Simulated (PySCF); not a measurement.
**A single-point calculation**

[Pm(BH4)2]+ (singlet in the valence; each metal's 4f electrons, 4 of them, lie in its core potential, out of spins and levels). PySCF 2.14.0, RKS PBE0, Pm lcecp-1-SVP with ECP50, B def2-SVP, H def2-SVP; non-relativistic Hamiltonian with scalar-relativistic core potentials where named; density fitting; no spin-orbit coupling. The geometry is an unrelaxed template.

```python
mol = gto.M(atom='''
Pm     0.00000     0.00000     0.00000
B      2.30040     0.00000     1.02950
H      3.39580     0.00000     1.51970
H      1.58030    -0.83350     1.62040
H      2.38590    -0.30510    -0.17970
H      1.79620     1.13860     1.13810
B     -2.30040     0.00000     1.02950
H     -3.39580     0.00000     1.51970
H     -1.58030     0.83350     1.62040
H     -2.38590     0.30510    -0.17970
H     -1.79620    -1.13860     1.13810''',
    basis={'Pm': 'lcecp-1-SVP', 'B': 'def2-SVP', 'H': 'def2-SVP'},
    ecp={'Pm': 'lcecp-1-SVP'},
    charge=1, spin=0)
mf = dft.RKS(mol, xc='PBE0')
mf.grids.atom_grid = (50, 194)  # f atoms: unpruned, at least (60, 302)
mf = mf.density_fit()  # fitting sets: Pm AutoAux, B def2-universal-JKFIT, H def2-universal-JKFIT
mf.conv_tol = 1e-08; mf.max_cycle = 55
mf.kernel(dm0)  # dm0: free metal ions and neutral atoms
```

Run from Python with OMP_NUM_THREADS=2; the lines above give its settings. Where DIIS fails, smearing, a level shift and second-order steps follow.
It took 3.6 s on 2 threads of Intel(R) Xeon(R) Platinum 8488C (Sapphire Rapids), on a shared host, peak memory 0.67 GiB.

(1) Where do the frontier levels lie, over both spins?

(2) What are the Mulliken charges and spins?

An lcecp potential fixes the number of 4f electrons, so in runs with it no electron can move into or out of that shell.

## Answers

(1) HOMO -13.39 eV, LUMO -7.99 eV. The 4f levels lie in the core potential and are missing.

(2) 
```
atom  charge (e)  spin (e)
 Pm1       1.277     0.000
  B2      -0.258     0.000
  H3       0.100     0.000
  H4       0.025     0.000
  H5      -0.013     0.000
  H6       0.008     0.000
  B7      -0.258     0.000
  H8       0.100     0.000
  H9       0.025     0.000
 H10      -0.013     0.000
 H11       0.008     0.000
```
The spin of the 4f electrons in the core isn't counted.
